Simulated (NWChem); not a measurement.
System: GaHCl2; SMILES [Cl][GaH][Cl]

Input file for NWChem:

```
start job
memory heap 200 mb stack 900 mb global 1100 mb
geometry units angstroms noautoz
  Ga     0.000000     0.000000    -0.567452
  H      0.000000     0.000000    -2.126043
  Cl    -1.818236     0.000000     0.585321
  Cl     1.818236     0.000000     0.585321
end
basis spherical
  Ga library cc-pvdz
  H library cc-pvdz
  Cl library cc-pvdz
end
dft
  xc xtpss03 ctpss03
  iterations 150
  mulliken
end
task dft energy
```

Excerpt of the output:

```
             Northwest Computational Chemistry Package (NWChem) 7.3.0
             --------------------------------------------------------

 C2V symmetry detected

                             Geometry "geometry" -> ""
                             -------------------------

 Output coordinates in angstroms (scale by  1.889725989 to convert to a.u.)

  No.       Tag          Charge          X              Y              Z
 ---- ---------------- ---------- -------------- -------------- --------------
    1 Ga                  31.0000     0.00000000     0.00000000    -0.57023774
    2 H                    1.0000     0.00000000     0.00000000    -2.12882874
    3 Cl                  17.0000    -1.81823600     0.00000000     0.58253526
    4 Cl                  17.0000     1.81823600     0.00000000     0.58253526

 Effective nuclear repulsion energy (a.u.)     317.1651674780

      Symmetry information
      --------------------

 Group name             C2v
 Group number             16
 Group order               4
 No. of unique centers     3

                                 NWChem DFT Module
                                 -----------------

 Summary of "ao basis" -> "ao basis" (spherical)
 ------------------------------------------------------------------------------
       Tag                 Description            Shells   Functions and Types
 ---------------- ------------------------------  ------  ---------------------
 Ga                         cc-pvdz                 11       27   5s4p2d
 H                          cc-pvdz                  3        5   2s1p
 Cl                         cc-pvdz                  8       18   4s3p1d

      Symmetry analysis of basis
      --------------------------

        a1         29
        a2          7
        b1         20
        b2         12

            General Information
            -------------------
          SCF calculation type: DFT
          Wavefunction type:  closed shell.
          No. of atoms     :     4
          No. of electrons :    66
           Alpha electrons :    33
            Beta electrons :    33
          Charge           :     0
          Spin multiplicity:     1
          Use of symmetry is: on ; symmetry adaption is: on
          Maximum number of iterations: 150
          AO basis - number of functions:    68
                     number of shells:    30
          Convergence on energy requested:  1.00D-06
          Convergence on density requested:  1.00D-05
          Convergence on gradient requested:  5.00D-04

              XC Information
              --------------
                  TPSS metaGGA Exchange Functional  1.000
             TPSS03 metaGGA Correlation Functional  1.000

             Grid Information
             ----------------
          Grid used for XC integration:  medium
          Radial quadrature: Mura-Knowles
          Angular quadrature: Lebedev.
          Tag              B.-S. Rad. Rad. Pts. Rad. Cut. Ang. Pts.
          ---              ---------- --------- --------- ---------
          Ga                  1.30      112           8.0       590
          H                   0.35       45           9.0       434
          Cl                  1.00       88          10.0       590
          Grid pruning is: on
          Number of quadrature shells:   245
          Spatial weights used:  Erf1

      Superposition of Atomic Density Guess
      -------------------------------------

 Sum of atomic energies:       -2842.64322633

      Non-variational initial energy
      ------------------------------

 Total energy =   -2843.035972
 1-e energy   =   -4587.528268
 2-e energy   =    1427.327129
 HOMO         =      -0.397592
 LUMO         =       0.008841

      Symmetry analysis of molecular orbitals - initial
      -------------------------------------------------

  Numbering of irreducible representations:

     1 a1          2 a2          3 b1          4 b2

  Orbital symmetries:

     1 a1          2 a1          3 b1          4 a1          5 a1
     6 b1          7 b2          8 a1          9 b1         10 a1
    11 b1         12 a1         13 b2         14 b1         15 a2
    16 a1         17 a1         18 b1         19 b2         20 a1
    21 b1         22 a1         23 b2         24 a2         25 a1
    26 b1         27 a1         28 b1         29 a1         30 b2
    31 a2         32 b1         33 a1         34 a1         35 b2
    36 b1         37 a1         38 a1         39 a1         40 b2
    41 b1         42 b2         43 a2

     ---------------------------------------------
      Total Density - Mulliken Population Analysis
     ---------------------------------------------

    Atom       Charge   Shell Charges
 -----------   ------   -------------------------------------------------------
    1 Ga  31    29.93   2.00  2.00  2.00  0.71  0.33  6.00  6.00  0.56  0.19  9.94  0.18
    2 H    1     1.07   0.63  0.43  0.01
    3 Cl  17    17.50   2.00  2.01  0.96  0.96  6.00  3.19  2.38  0.01
    4 Cl  17    17.50   2.00  2.01  0.96  0.96  6.00  3.19  2.38  0.01

   convergence    iter        energy       DeltaE   RMS-Dens  Diis-err
 ---------------- ----- ----------------- --------- --------- ---------
 d= 0,ls=0.0,diis     1  -2845.9038616043 -3.16D+03  1.81D-02  4.09D-01
 d= 0,ls=0.0,diis     2  -2845.8351559288  6.87D-02  1.15D-02  7.38D-01
 d= 0,ls=0.0,diis     3  -2845.9609070631 -1.26D-01  2.09D-03  4.05D-02
 d= 0,ls=0.0,diis     4  -2845.9666949749 -5.79D-03  3.63D-04  9.70D-04
 d= 0,ls=0.0,diis     5  -2845.9668205091 -1.26D-04  6.06D-05  2.23D-05
  Resetting Diis
 d= 0,ls=0.0,diis     6  -2845.9668238329 -3.32D-06  1.10D-05  7.48D-07
 d= 0,ls=0.0,diis     7  -2845.9668239715 -1.39D-07  4.25D-06  1.50D-08

         Total DFT energy =    -2845.966823971513
      One electron energy =    -4586.304446015949
           Coulomb energy =     1555.117017099176
    Exchange-Corr. energy =     -131.944562532765
 Nuclear repulsion energy =      317.165167478025

 Numeric. integr. density =       65.999987539400

                  Occupations of the irreducible representations
                  ----------------------------------------------

                     irrep           alpha         beta
                     --------     --------     --------
                     a1               15.0         15.0
                     a2                3.0          3.0
                     b1               10.0         10.0
                     b2                5.0          5.0

                       DFT Final Molecular Orbital Analysis
                       ------------------------------------

 Vector   31  Occ=2.000000D+00  E=-2.939218D-01  Symmetry=a2
              MO Center= -9.8D-14, -1.3D-15,  5.5D-01, r^2= 4.4D+00
   Bfn.  Coefficient  Atom+Function         Bfn.  Coefficient  Atom+Function
  ----- ------------  ---------------      ----- ------------  ---------------
    41      0.431786  3 Cl py                59     -0.431786  4 Cl py
    44      0.338906  3 Cl py                62     -0.338906  4 Cl py
    18      0.072246  1 Ga d -2              23     -0.054369  1 Ga d -2

 Vector   32  Occ=2.000000D+00  E=-2.891915D-01  Symmetry=a1
              MO Center=  3.0D-13, -4.6D-16,  2.2D-01, r^2= 4.6D+00
   Bfn.  Coefficient  Atom+Function         Bfn.  Coefficient  Atom+Function
  ----- ------------  ---------------      ----- ------------  ---------------
    42      0.394072  3 Cl pz                60      0.394072  4 Cl pz
    45      0.297362  3 Cl pz                63      0.297362  4 Cl pz
    28      0.184806  2 H  s                 29      0.153576  2 H  s
    20     -0.108712  1 Ga d  0              14     -0.087874  1 Ga pz
    40      0.082432  3 Cl px                58     -0.082432  4 Cl px

 Vector   33  Occ=2.000000D+00  E=-2.855797D-01  Symmetry=b1
              MO Center= -3.1D-13,  8.8D-16,  5.4D-01, r^2= 4.5D+00
   Bfn.  Coefficient  Atom+Function         Bfn.  Coefficient  Atom+Function
  ----- ------------  ---------------      ----- ------------  ---------------
    40      0.314346  3 Cl px                58      0.314346  4 Cl px
    42      0.307514  3 Cl pz                60     -0.307514  4 Cl pz
    45      0.244196  3 Cl pz                63     -0.244196  4 Cl pz
    43      0.238602  3 Cl px                61      0.238602  4 Cl px
    21     -0.065389  1 Ga d  1              26      0.043151  1 Ga d  1

 Vector   34  Occ=0.000000D+00  E=-8.719158D-02  Symmetry=b2
              MO Center= -8.4D-16, -1.3D-15, -5.3D-01, r^2= 3.6D+00
   Bfn.  Coefficient  Atom+Function         Bfn.  Coefficient  Atom+Function
  ----- ------------  ---------------      ----- ------------  ---------------
    16      0.579130  1 Ga py                13      0.568641  1 Ga py
    44     -0.220895  3 Cl py                62     -0.220895  4 Cl py
    41     -0.186761  3 Cl py                59     -0.186761  4 Cl py
    46      0.036419  3 Cl d -2              64     -0.036419  4 Cl d -2
    10      0.033167  1 Ga py

 Vector   35  Occ=0.000000D+00  E=-6.936584D-02  Symmetry=a1
              MO Center= -5.7D-15,  9.8D-16, -3.8D-01, r^2= 4.1D+00
   Bfn.  Coefficient  Atom+Function         Bfn.  Coefficient  Atom+Function
  ----- ------------  ---------------      ----- ------------  ---------------
     5      0.847268  1 Ga s                  4      0.600307  1 Ga s
    29     -0.536139  2 H  s                 43     -0.324190  3 Cl px
    61      0.324190  4 Cl px                36     -0.304935  3 Cl s
    54     -0.304935  4 Cl s                 28     -0.253403  2 H  s
    40     -0.247959  3 Cl px                58      0.247959  4 Cl px

 Vector   36  Occ=0.000000D+00  E= 1.451330D-02  Symmetry=b1
              MO Center= -1.4D-14, -7.3D-17, -8.4D-01, r^2= 5.2D+00
   Bfn.  Coefficient  Atom+Function         Bfn.  Coefficient  Atom+Function
  ----- ------------  ---------------      ----- ------------  ---------------
    15      1.061388  1 Ga px                36      0.469970  3 Cl s
    54     -0.469970  4 Cl s                 12      0.392517  1 Ga px
    45     -0.257411  3 Cl pz                63      0.257411  4 Cl pz
    42     -0.160672  3 Cl pz                60      0.160672  4 Cl pz
    26      0.133552  1 Ga d  1              43      0.125699  3 Cl px

     ---------------------------------------------
      Total Density - Mulliken Population Analysis
     ---------------------------------------------

    Atom       Charge   Shell Charges
 -----------   ------   -------------------------------------------------------
    1 Ga  31    30.51   2.00  2.00  2.01  0.91  0.17  6.00  6.00  0.97  0.23  9.88  0.33
    2 H    1     1.05   0.69  0.35  0.01
    3 Cl  17    17.22   2.00  2.03  0.96  0.95  6.00  3.07  2.20  0.01
    4 Cl  17    17.22   2.00  2.03  0.96  0.95  6.00  3.07  2.20  0.01

     -------------------------------------------
      Total Density - Lowdin Population Analysis
     -------------------------------------------

    Atom       Charge   Shell Charges
 -----------   ------   -------------------------------------------------------
    1 Ga  31    31.01   2.00  1.99  1.85  0.74  0.41  6.00  5.92  0.99  0.60  9.76  0.74
    2 H    1     1.06   0.58  0.44  0.03
    3 Cl  17    16.96   2.00  1.79  1.05  0.91  5.97  2.92  2.32  0.02
    4 Cl  17    16.96   2.00  1.79  1.05  0.91  5.97  2.92  2.32  0.02

     Multipole analysis of the density
     ---------------------------------

     L   x y z        total         alpha         beta         nuclear
     -   - - -        -----         -----         ----         -------
     0   0 0 0     -0.000000    -33.000000    -33.000000     66.000000

     1   1 0 0      0.000000      0.000000      0.000000      0.000000
     1   0 1 0     -0.000000     -0.000000     -0.000000      0.000000
     1   0 0 1     -0.677496     -0.338748     -0.338748      0.000000

     2   2 0 0    -34.246627   -217.823186   -217.823186    401.399746
     2   1 1 0     -0.000000     -0.000000     -0.000000      0.000000
     2   1 0 1     -0.000000     -0.000000     -0.000000      0.000000
     2   0 2 0    -29.305509    -14.652754    -14.652754      0.000000
     2   0 1 1      0.000000      0.000000      0.000000      0.000000
     2   0 0 2    -31.067540    -62.225480    -62.225480     93.383419
```

Level: TPSS/cc-pVDZ. All runs use the structure optimised with PBE-D3(BJ)/def2-SVP.
